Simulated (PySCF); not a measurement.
CH3AlF, SMILES [F][Al+][CH3], charge +1. Atoms are numbered in the order given.

```xyz
6

Al     0.0000     0.0000     0.1209
C      0.0000     0.0000    -1.7808
H      0.8943    -0.5163    -2.1394
H      0.0000     1.0326    -2.1394
H     -0.8943    -0.5163    -2.1394
F      0.0000     0.0000     1.7257
```
Charge +1, spin multiplicity 1.

Geometry optimised at ωB97X-D3(BJ)/def2-TZVP. The spin state was assumed, not searched. The isomer is the one that the SMILES or the coordinates give; other isomers of the formula were not compared.

These are PySCF with ωB97X-D3(BJ)/def2-TZVP values and carry that method's errors.

Frequencies are harmonic and unscaled.

Modes within 1.5 cm⁻¹ of each other (mostly degenerate sets) share a row, with their intensities summed.

Computed normal modes with their intensities:
```
mode   ν (cm⁻¹)  IR (km/mol)  moving atoms (share of kinetic energy)
-----  --------  -----------  --------------------------------------
1–2         155        103.1         Al 52 %, F 25 %, H 13 %, C 10 %
3           596          3.7                  C 58 %, F 25 %, H 12 %
4–5         749        152.2                          H 80 %, C 16 %
6          1011        109.6                         Al 51 %, F 44 %
7          1245          0.0                          H 84 %, C 16 %
8–9        1426          5.9                                  H 96 %
10         3065         15.5                                  H 98 %
11–12      3165         37.7                           H 91 %, C 9 %
```
